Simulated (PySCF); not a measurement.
**TDDFT excited states: Li2F2**

Species: (LiF)2 ring, Li₂F₂.
Z-matrix (Å and degrees, PBE0-D3(BJ)/def2-SVP geometry), rows numbered from 1:
```
Li
F   1  1.6998
Li  2  1.7019  1   81.12
F   3  1.6990  2   98.86  1    -0.01
```

Level of theory: PySCF, TDDFT wB97X-D/def2-SVPD, vertical, gas phase, core orbitals frozen in the response.

Q: Predict the UV-vis stick spectrum at this level.

A: 

```
state  E (eV)  λ (nm)  ν̃ (cm⁻¹)       f  |μ| (D)  main configurations (H = HOMO, L = LUMO)
   S1    7.66   161.9      61770  0.0001     0.04                H-1→L (84%), H-1→L+8 (10%)
   S2    7.66   161.9      61780   0.013     0.67                    H→L (86%), H→L+8 (10%)
   S3    8.14   152.4      65620   0.091     1.72  H-2→L (79%), H-1→L+3 (10%), H-2→L+8 (8%)
   S4    8.21   151.0      66210  0.0000     0.01                   H→L+1 (86%), H→L+7 (9%)
   S5    8.22   150.8      66330   0.085     1.65                 H-3→L (85%), H-3→L+8 (9%)
   S6    8.23   150.6      66400  0.0000     0.02               H-1→L+1 (85%), H-1→L+7 (9%)
   S7    8.41   147.5      67810  0.0000     0.02   H-4→L (80%), H-4→L+8 (9%), H-3→L+3 (8%)
   S8    8.63   143.6      69640  0.0000     0.00                  H-5→L (59%), H→L+3 (28%)
   S9    8.69   142.7      70100  0.0000     0.00               H-2→L+1 (81%), H-2→L+7 (8%)
  S10    8.76   141.5      70680  0.0000     0.00                               H→L+2 (94%)
```

Triplets, Tamm–Dancoff:

| state | E (eV) | λ (nm) | main configurations (H = HOMO, L = LUMO) |
| --- | --- | --- | --- |
| T1 | 7.61 | 162.9 | H→L (86%), H→L+8 (10%) |
| T2 | 7.62 | 162.6 | H-1→L (84%), H-1→L+8 (9%) |
| T3 | 8.08 | 153.4 | H-2→L (76%), H-1→L+3 (13%) |
| T4 | 8.12 | 152.7 | H-3→L (84%), H-3→L+8 (9%) |

The lowest singlet lies at 7.66 eV (162 nm, vacuum ultraviolet) and is dark (f under 0.0005); its leading configuration is HOMO-1→LUMO (84%). The strongest level in the table is S3 at 8.14 eV (152 nm, f = 0.091). S1/S2 and S5/S6 lie within about 0.01 eV of each other in each set. Löwdin shares by element: HOMO fluorine 97%; LUMO lithium 99%. The listed states span 1.11 eV, and the widest gap between neighbours is 0.48 eV (S2 to S3). Weighted by f, the mean energy of these states is 8.14 eV. The oscillator strengths of these states sum to 0.189; summed over the whole spectrum of an exact calculation they would give the number of electrons, 24 (Thomas–Reiche–Kuhn). The vertical ionisation energy (ΔSCF) is 12.00 eV, 3.24 eV above S10. The window holds the lowest 10 singlets.
